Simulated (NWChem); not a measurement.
Molecule: Si₂SbH₆F; SMILES [F][Sb]([SiH3])[SiH3]

Not confirmed as a minimum by frequencies. def2 effective core potentials on Sb; no spin-orbit coupling.

Question: Give the equilibrium geometry at PBE-D3(BJ)/def2-SVP with def2 effective core potentials on Sb (NWChem) as an XYZ file, with the point group.

Answer: point group Cs; any orientation.
```
10

Sb    -0.7070     0.2961     0.0000
F     -1.2644    -1.6090     0.0000
Si     1.1097    -0.1165     1.8329
H      1.9558    -1.3125     1.4938
H      1.9855     1.1068     1.9372
H      0.4355    -0.3434     3.1589
Si     1.1097    -0.1165    -1.8329
H      1.9558    -1.3125    -1.4938
H      0.4355    -0.3434    -3.1589
H      1.9855     1.1068    -1.9372
```
